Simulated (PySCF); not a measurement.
SMILES [SH3+] (H3S (cation, charge +1)), PBE0/def2-SVP optimised geometry.

```
4

S     -0.63    -0.68     0.00
H      0.74    -0.68     0.00
H     -0.74    -0.80    -1.35
H     -0.74     0.68     0.00
```

Density from PBE0/def2-TZVP run with PySCF at that geometry.

Minimum of the electron density along straight lines between bonded atoms, close to the bond critical point (lines longer than 1.1 times the sum of covalent radii, or with two minima, are not listed):

```tsv
bond	length / Å	ρ at the minimum / e bohr⁻³	∇²ρ there / e bohr⁻⁵	position (fraction from the first atom)
S1–H2	1.364	0.217	-0.65	0.69
S1–H3	1.364	0.217	-0.65	0.69
S1–H4	1.364	0.217	-0.65	0.69
```
